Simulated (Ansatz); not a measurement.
CdMe(OH) (CH4CdO). Total charge 0; singlet. Geometry r2SCAN-D4/def2-TZVP.

Cartesian coordinates in Å:
```
Cd 0.520 0.401 0.314
C -1.099 -0.705 -0.390
H -0.763 -1.420 -1.141
H -1.839 -0.039 -0.836
H -1.559 -1.248 0.437
O 1.985 1.472 1.096
H 2.754 1.539 0.520
```

In the def2 sets Cd takes a core potential; there is no spin–orbit coupling. LC-ωPBE has ω = 0.4 bohr⁻¹.

Problem. Estimate the orbital energies around the gap (eV) in Ansatz with PBE-D4/def2-SVP, PBE-D4/def2-TZVP, BLYP-D4/def2-TZVP, r2SCAN-D4/def2-TZVP, LC-ωPBE/def2-TZVP.

Solution. 
```json
{"orbital": "HOMO−5", "PBE-D4/def2-SVP": "-9.69", "PBE-D4/def2-TZVP": "-9.89", "BLYP-D4/def2-TZVP": "-9.79", "r2SCAN-D4/def2-TZVP": "-10.24", "LC-ωPBE/def2-TZVP": "-14.39"}
{"orbital": "HOMO−4", "PBE-D4/def2-SVP": "-9.42", "PBE-D4/def2-TZVP": "-9.57", "BLYP-D4/def2-TZVP": "-9.50", "r2SCAN-D4/def2-TZVP": "-9.92", "LC-ωPBE/def2-TZVP": "-13.94"}
{"orbital": "HOMO−3", "PBE-D4/def2-SVP": "-9.30", "PBE-D4/def2-TZVP": "-9.45", "BLYP-D4/def2-TZVP": "-9.38", "r2SCAN-D4/def2-TZVP": "-9.80", "LC-ωPBE/def2-TZVP": "-13.82"}
{"orbital": "HOMO−2", "PBE-D4/def2-SVP": "-7.23", "PBE-D4/def2-TZVP": "-7.41", "BLYP-D4/def2-TZVP": "-7.31", "r2SCAN-D4/def2-TZVP": "-7.60", "LC-ωPBE/def2-TZVP": "-11.46"}
{"orbital": "HOMO−1", "PBE-D4/def2-SVP": "-6.30", "PBE-D4/def2-TZVP": "-6.56", "BLYP-D4/def2-TZVP": "-6.43", "r2SCAN-D4/def2-TZVP": "-6.78", "LC-ωPBE/def2-TZVP": "-10.50"}
{"orbital": "HOMO", "PBE-D4/def2-SVP": "-5.68", "PBE-D4/def2-TZVP": "-5.98", "BLYP-D4/def2-TZVP": "-5.90", "r2SCAN-D4/def2-TZVP": "-6.28", "LC-ωPBE/def2-TZVP": "-10.47"}
{"orbital": "LUMO", "PBE-D4/def2-SVP": "-1.13", "PBE-D4/def2-TZVP": "-1.34", "BLYP-D4/def2-TZVP": "-1.34", "r2SCAN-D4/def2-TZVP": "-1.01", "LC-ωPBE/def2-TZVP": "1.43"}
{"orbital": "LUMO+1", "PBE-D4/def2-SVP": "-0.59", "PBE-D4/def2-TZVP": "-0.69", "BLYP-D4/def2-TZVP": "-0.71", "r2SCAN-D4/def2-TZVP": "-0.33", "LC-ωPBE/def2-TZVP": "1.87"}
{"orbital": "LUMO+2", "PBE-D4/def2-SVP": "-0.45", "PBE-D4/def2-TZVP": "-0.55", "BLYP-D4/def2-TZVP": "-0.56", "r2SCAN-D4/def2-TZVP": "-0.20", "LC-ωPBE/def2-TZVP": "1.93"}
{"orbital": "LUMO+3", "PBE-D4/def2-SVP": "1.12", "PBE-D4/def2-TZVP": "0.69", "BLYP-D4/def2-TZVP": "0.64", "r2SCAN-D4/def2-TZVP": "1.48", "LC-ωPBE/def2-TZVP": "3.40"}
{"orbital": "LUMO+4", "PBE-D4/def2-SVP": "2.68", "PBE-D4/def2-TZVP": "2.09", "BLYP-D4/def2-TZVP": "2.03", "r2SCAN-D4/def2-TZVP": "2.93", "LC-ωPBE/def2-TZVP": "5.27"}
{"orbital": "LUMO+5", "PBE-D4/def2-SVP": "3.08", "PBE-D4/def2-TZVP": "2.48", "BLYP-D4/def2-TZVP": "2.44", "r2SCAN-D4/def2-TZVP": "3.35", "LC-ωPBE/def2-TZVP": "5.45"}
```
